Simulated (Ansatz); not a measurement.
`[F][Al]1[NH][SiH2]1`. Charge 0, multiplicity 1. The geometry is a stationary point of PBE0-D4/def2-TZVP.

```xyz
7

F     2.539    0.372    1.655
Al    1.257    0.060    0.678
N    -0.404    0.629    0.517
Si   -0.372   -0.550   -0.805
H    -1.165    1.220    0.818
H    -1.292   -1.718   -0.680
H    -0.563   -0.013   -2.183
```

Task: What is the dipole moment at r2SCAN/def2-TZVPP? (Estimate.)

Result: Computed: 1.04 D, with components (-0.96, 0.39, -0.02) D in this frame, pointing from negative to positive charge.

Task: And with PBE, B3LYP, ωB97M-V? (An estimate is asked.)

Result: The calculation gave: PBE 1.07 D, B3LYP 1.01 D, ωB97M-V 0.95 D.

Task: Give the Mulliken charges with r2SCAN, PBE, B3LYP in def2-TZVPP. (Estimate.)

Result: The calculation gave: 
```csv
atom,r2SCAN,PBE,B3LYP
F1,-0.33,-0.28,-0.32
Al2,0.60,0.45,0.51
N3,-0.43,-0.30,-0.37
Si4,0.24,0.16,0.24
H5,0.12,0.12,0.11
H6,-0.10,-0.07,-0.08
H7,-0.10,-0.07,-0.08
```

B3LYP here is the variant with VWN-RPA as its local correlation; programs differ in this.
